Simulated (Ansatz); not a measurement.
A run for Ansatz (a quantum-chemistry and plane-wave program): U-CCSD(T)/def2-SVP on H3In (SMILES [InH3]), a point of a bond scan (R = 2.336 Å). Elements past Kr take the def2 small-core potentials; no spin–orbit coupling. The run froze 9 orbitals, filled d shells among them.

Ansatz 0.2 input:
```yaml
crystal:
  periodic: [false, false, false]
  atoms:
    - {symbol: In, position_ang: [-0.00000000, 0.00000000, 0.00000000]}
    - {symbol: H, position_ang: [0.92697561, -0.64041102, 2.04662979]}
    - {symbol: H, position_ang: [-0.39135161, 1.66043977, -0.29090875]}
    - {symbol: H, position_ang: [-0.29529699, -1.18606124, -1.22511332]}
basis:
  gaussian:
    orbitals: def2-SVP
correlation: {method: ccsd_t, electrons: outside_noble_gas}
scf: {omitted_lower_state_checks: [cluster_reference]}
magnetization: {spin_polarized: true, initial_magnetization: 0}
```

The log:

```
WARN ansatz: RAYON_NUM_THREADS=1 ignored (pool sized by the plan → 1); use --threads N
Functional definition: HF
these checks for a lower state are left out or cut short: cluster_reference
integrals: 0.02 GiB planned
492 factors; integrals over basis functions are off by at most 6.8e-4 eV
mean field: 0.09 GiB planned
mean field evaluation 1: about -5193.1259 eV, gradient 6.3e0 eV
mean field evaluation 2: about -5193.1428 eV, gradient 6.4e0 eV
mean field evaluation 4: about -5193.6317 eV, gradient 6.3e-1 eV
mean field evaluation 8: about -5193.6352 eV, gradient 3.0e-4 eV
mean field evaluation 16: about -5193.6247 eV, gradient 1.9e-1 eV
mean field -5193.63516157 eV, -190.8625718152 hartree, gradient 2.1e-6 eV, S^2 0.000000; 2 other end points of the search recorded, 0 dependent functions left out
9 core orbitals not correlated
reference -5193.63516157 eV, -190.8625718152 hartree; 3, 3 occupied and 29, 29 virtual orbitals, 492 factors
second order -1.97189021 eV of doubles, -0.00000000 eV of singles
coupled cluster: 0.08 GiB planned
cycle   1  -2.42765707 eV  change   -4.6e-1 eV  update   6.5e-2
cycle   2  -2.67287744 eV  change   -2.5e-1 eV  update   3.0e-2
cycle   3  -2.68176620 eV  change   -8.9e-3 eV  update   7.6e-3
cycle   4  -2.68258581 eV  change   -8.2e-4 eV  update   2.1e-3
cycle   5  -2.68233437 eV  change    2.5e-4 eV  update   7.8e-4
cycle   6  -2.68213928 eV  change    2.0e-4 eV  update   2.2e-4
cycle   7  -2.68225803 eV  change   -1.2e-4 eV  update   7.5e-5
cycle   8  -2.68226364 eV  change   -5.6e-6 eV  update   2.5e-5
cycle   9  -2.68224994 eV  change    1.4e-5 eV  update   5.7e-6
cycle  10  -2.68225210 eV  change   -2.2e-6 eV  update   1.2e-6
coupled cluster: 0.08 GiB planned
perturbative correction -0.04390362 eV, -0.0016134283 hartree
Total energy: -5196.36131729 eV, -190.9627561901 hartree
Checks for a lower state left out: cluster_reference
```

The calculation finished and met its thresholds.

Cost: very roughly 0.8 core-seconds.
